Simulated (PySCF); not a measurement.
Ag₂ (SMILES [Ag][Ag]), singlet, geometry from GFN2-xTB (such geometries of metal compounds can be far from the true shape) (core potentials on Ag); HF/def2-SVP (PySCF).

PySCF was given this input:
```python
from pyscf import gto, scf

mol = gto.Mole()
mol.atom = '''
    Ag   -0.000000   -0.000000   -1.296451
    Ag    0.000000    0.000000    1.296451
'''
mol.basis = 'def2-svp'
mol.ecp = {'Ag': 'def2-svp'}
mol.charge = 0
mol.spin = 0
mol.verbose = 4
mol.build()

mf = scf.UHF(mol)
mf.kernel()
```

Write the output that PySCF gives for this input, abridged.


```
PySCF version 2.14.0

[INPUT] verbose = 4
[INPUT] num. atoms = 2
[INPUT] num. electrons = 38
[INPUT] charge = 0
[INPUT] spin (= nelec alpha-beta = 2S) = 0
[INPUT] symmetry False subgroup None
[INPUT] Mole.unit = angstrom
[INPUT] Symbol           X                Y                Z      unit          X                Y                Z       unit  Magmom
[INPUT]  1 Ag     0.000000000000   0.000000000000  -1.296451000000 AA    0.000000000000   0.000000000000  -2.449937323918 Bohr   0.0
[INPUT]  2 Ag     0.000000000000   0.000000000000   1.296451000000 AA    0.000000000000   0.000000000000   2.449937323918 Bohr   0.0

nuclear repulsion = 73.6753541561231
number of shells = 22
number of NR pGTOs = 114
number of NR cGTOs = 62
basis = def2-svp
ecp = {'Ag': 'def2-svp'}

******** <class 'pyscf.scf.uhf.UHF'> ********
method = UHF
initial guess = minao
damping factor = 0
level_shift factor = 0
DIIS = <class 'pyscf.scf.diis.CDIIS'>
diis_start_cycle = 1
diis_space = 8
diis_damp = 0
SCF conv_tol = 1e-09
SCF conv_tol_grad = None
SCF max_cycles = 50
direct_scf = True
direct_scf_tol = 1e-13
number electrons alpha = 19  beta = 19
Set gradient conv threshold to 3.16228e-05
init E= -265.984746342749
cycle= 1 E= -291.420885415004  delta_E= -25.4  |g|= 1.29  |ddm|= 3.05
cycle= 2 E= -291.84766515007  delta_E= -0.427  |g|= 0.958  |ddm|= 2.62
cycle= 3 E= -292.180534715497  delta_E= -0.333  |g|= 0.0345  |ddm|= 1.03
cycle= 4 E= -292.181897547556  delta_E= -0.00136  |g|= 0.00939  |ddm|= 0.126
cycle= 5 E= -292.182047605854  delta_E= -0.00015  |g|= 0.00343  |ddm|= 0.0443
cycle= 6 E= -292.182062838467  delta_E= -1.52e-05  |g|= 0.00078  |ddm|= 0.0139
cycle= 7 E= -292.182064264848  delta_E= -1.43e-06  |g|= 0.000218  |ddm|= 0.00361
cycle= 8 E= -292.182064423331  delta_E= -1.58e-07  |g|= 6.88e-05  |ddm|= 0.0011
cycle= 9 E= -292.182064443493  delta_E= -2.02e-08  |g|= 3.2e-05  |ddm|= 0.000394
cycle= 10 E= -292.182064449372  delta_E= -5.88e-09  |g|= 1.25e-05  |ddm|= 0.000237
cycle= 11 E= -292.182064450352  delta_E= -9.79e-10  |g|= 1.67e-06  |ddm|= 0.000133
Extra cycle  E= -292.182064450357  delta_E= -5.8e-12  |g|= 8.13e-07  |ddm|= 4.4e-06
converged SCF energy = -292.182064450357  <S^2> = 2.8521185e-11  2S+1 = 1
```
